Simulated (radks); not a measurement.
Results of a calculation; reference values are marked as such.
Excited configurations of Tl: one electron is placed in a higher orbital outside [Hg]. The ground configuration is [Hg] 6p1. Code: a radial shooting solver on a logarithmic mesh with Libxc functionals. Model: scalar-relativistic Kohn-Sham, r2SCAN, spin-polarised, spherical densities, finite nucleus; open shells are filled with parallel spins first (spin-orbit coupling, left out, can overturn this in heavy ions); meta-GGA in the generalised Kohn-Sham scheme; Fermi nuclear charge, rms radius 5.4759 fm. Excitation = E - E(ground); binding = E(ion) - E, where the ion is the core of charge +1; n* = 1/sqrt(2 binding) in atomic units, and the quantum defect is n - n*.

| outer orbital | excitation (eV) | binding (eV) | n* | quantum defect | eigenvalue (eV) |
|---|---|---|---|---|---|
| 7s | 2.331 | 2.875 | 2.176 | 4.824 | -1.785 |
| 7p | 3.291 | 1.915 | 2.666 | 4.334 | -1.136 |
| 7d | 4.269 | 0.936 | 3.812 | 3.188 | -0.530 |

The Delta-SCF ionisation energy is 5.206 eV (NIST Atomic Spectra Database: 6.108 eV, measured). Self-interaction in the functional shifts the binding energies and quantum defects, so they are the method's values and not measured ones. Open shells are spherical and high-spin; term and fine-structure splittings are not resolved. Spin-orbit splitting is averaged out at the scalar-relativistic level.
